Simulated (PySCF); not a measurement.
Compound: Ge2H7NS.
SMILES: `[NH2][GeH2][S][GeH3]`

Vertical excitations from PySCF (density fitting, frozen core in the response, grid level 2 and gas phase unless stated; continuum runs use non-equilibrium linear response for the excitations) on a GFN2-xTB geometry. Reference run:

| settings | S1, eV (f) | S2, eV (f) | S3, eV (f) | S4, eV (f) | S5, eV (f) | S6, eV (f) | T1, eV (Tamm–Dancoff) | mean α (au) |
| --- | --- | --- | --- | --- | --- | --- | --- | --- |
| PBE0/def2-SVPD, full TDDFT, 6 singlets | 5.75 (0.017) | 5.94 (0.005) | 6.22 (0.004) | 6.30 (0.015) | 6.56 (0.031) | 6.63 (0.005) | 5.31 | 90.4 |

Task: What do these settings give: OLYP/6-311G**, damping 0.2 at the start, DIIS from the seventh cycle, full TDDFT, 1 singlet?

Result: 
```csv
settings,"S1, eV (f)","S2, eV (f)","S3, eV (f)","S4, eV (f)","S5, eV (f)","S6, eV (f)","T1, eV (Tamm–Dancoff)",mean α (au)
"OLYP/6-311G**, damping 0.2 at the start, DIIS from the seventh cycle, full TDDFT, 1 singlet",5.28 (0.005),–,–,–,–,–,5.00,83.3
```

S1 moves by -0.47 eV; functional and basis change together, so the shift can't be laid on one. States are counted by energy in each run and needn't keep their character from row to row.

All basis functions are spherical, in the Pople sets too.

Task: Give the leading configurations of S1 (H = HOMO, L = LUMO) and the HOMO–LUMO gap of each run.

Result: 
```json
{"settings": "PBE0/def2-SVPD, full TDDFT, 6 singlets", "S1 configurations (weight)": "H→L 0.87", "S1 (eV)": "5.75", "orbital gap (eV)": "7.02", "S1 − gap (eV)": "-1.27"}
{"settings": "OLYP/6-311G**, damping 0.2 at the start, DIIS from the seventh cycle, full TDDFT, 1 singlet", "S1 configurations (weight)": "H−1→L 0.90, H→L 0.08", "S1 (eV)": "5.28", "orbital gap (eV)": "5.19", "S1 − gap (eV)": "+0.09"}
```

 Relativistic effects, spin–orbit coupling among them, are left out although an element past zinc is present.

Shape of the structure used: `[NH2:1][GeH2:2][S:3][GeH3:4]`: N1–Ge2–S3–Ge4 -46°, H–N1–Ge2–S3 -53°, H–N1–Ge2–S3 177°.

One conformer stands for the species.
